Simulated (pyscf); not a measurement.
**Addition across a multiple bond or ene-type step: F–W(F)(=Se)=Se + H₂Se -> F–W(F)(=Se)(SeH)–SeH**

Gas phase, singlet surface, charge 0. Bonds broken: Se6–H7. Bonds formed: Se1–H7, W2–Se6. Structures and frequencies: ωB97X-D3(BJ)/def2-SVP in PySCF.

Transition state (Å):

```xyz
8

Se     1.3206    -0.0618     0.8317
W     -0.9112    -0.2801     0.1996
Se    -1.1762    -2.1790    -0.9075
F     -2.2629     1.0435     0.1840
F     -1.6654    -0.6763     1.8625
Se    -0.4439     1.2191    -1.9027
H      0.7059     0.9171    -0.4200
H      0.5213     0.3734    -2.6135
```

One imaginary mode, 786i cm⁻¹; descent along it reached the two sides named, in the forms told below.

```tsv
bond	change	reactant side (Å)	saddle	product side
Se6–H7	breaks	1.469	1.900	3.5
Se1–H7	forms	3.5	1.704	1.471
W2–Se6	forms	2.7	2.6	2.472
```

Electronic energies relative to the separated reactants (kcal/mol):

```csv
level,barrier,reaction energy,reverse barrier
ωB97X-D3(BJ)/def2-TZVP,6.6,-14.8,21.4
PBE/def2-TZVP,11.5,-3.8,15.3
r²SCAN/def2-TZVP,11.2,-6.9,18.2
B3LYP-D3(BJ)/def2-TZVP,14.0,-6.1,20.1
PBE0-D3(BJ)/def2-TZVP,10.2,-7.5,17.7
M06-2X/def2-TZVP,16.9,-5.6,22.5
ωB97M-D3(BJ)/def2-TZVP,17.4,-4.7,22.2
HF/def2-TZVP,36.6,+0.5,36.1
```

With ωB97M-D3(BJ)/def2-TZVP energies and thermal terms (ideal gas, 1 atm, RRHO with modes under 100 cm⁻¹ raised to 100, one conformer, R ln 2 for chiral ones without a mode under 150 cm⁻¹), in kcal/mol:

```
T (K)   ΔH‡   ΔG‡    ΔH     ΔG
-----  ----  ----  ----  -----
298    16.1  27.6  -3.6   +6.9
600    16.8  38.9  -2.5  +17.2
900    17.7  49.8  -1.3  +26.8
1200   18.5  60.3   0.0  +35.9
```

On the reactant side the descent ends in an adduct with a Se–W contact, 16.2 kcal/mol under the separated species and 22.8 kcal/mol under the saddle at ωB97X-D3(BJ)/def2-TZVP. What is counted as formed (Se–W) is already present as a longer contact in the reactant adduct; forming that adduct is a step of its own. This is the saddle that the search found; another between the same sides may lie lower. Elements up to Kr have no core potential and no relativistic terms here. Elements past Kr carry the def2 core potentials, without spin-orbit coupling.
